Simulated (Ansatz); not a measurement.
Species: SnBr2, net charge 0, singlet state. 
Structure (B3LYP-D3(BJ)/def2-TZVP (Ansatz, an electronic-structure program) minimum search):
SMILES: [Br][Sn][Br]
```xyz
3

Sn     0.0111    -0.0013     0.9566
Br     0.9780     1.6801    -0.6925
Br    -0.9940    -1.6782    -0.6740
```
Charge 0, spin multiplicity 1.

Total electronic energies in hartree. Cores are frozen in the correlated levels unless marked. Spin-orbit coupling is left out. Frozen are the shells of the preceding noble gas and the d and f shells that filled before the atom's block. In def2 rows, elements after Kr have scalar-relativistic effective core potentials. CBS marks a two-point X^-3 extrapolation of the correlation energy; Hartree-Fock from the larger set. [CCSD(T)-MP2]/basis is that difference in the basis named.

```
level                                                                 program  energy (Eh)
-------------------------------------------------------------  --------------  -----------
RI-HF/def2-QZVPPD                                                      Ansatz  -5358.41293
revPBE-D3(BJ)/def2-TZVPD                                       Ansatz + dftd3  -5362.35201
r2SCANh-D4/def2-TZVPD                                          Ansatz + dftd4  -5362.77563
HSE06/def2-TZVPD                                                       Ansatz  -5362.15571
LC-wPBE/def2-TZVPD                                                     Ansatz  -5362.04198
B2GP-PLYP/def2-TZVPD                                                   Ansatz  -5361.25615
MP2/def2-TZVPPD                                                        Ansatz  -5358.70912
RI-MP2/CBS(def2-TZVPP,def2-QZVPP)+[CCSD(T)-MP2]/def2-TZVPP             Ansatz   -5358.9341
RI-MP2/CBS(def2-TZVPPD,def2-QZVPPD)+[CCSD(T)-MP2]/def2-TZVPPD          Ansatz   -5358.9345
```

Totals of different functionals don't rank their quality; only differences between species are comparable.
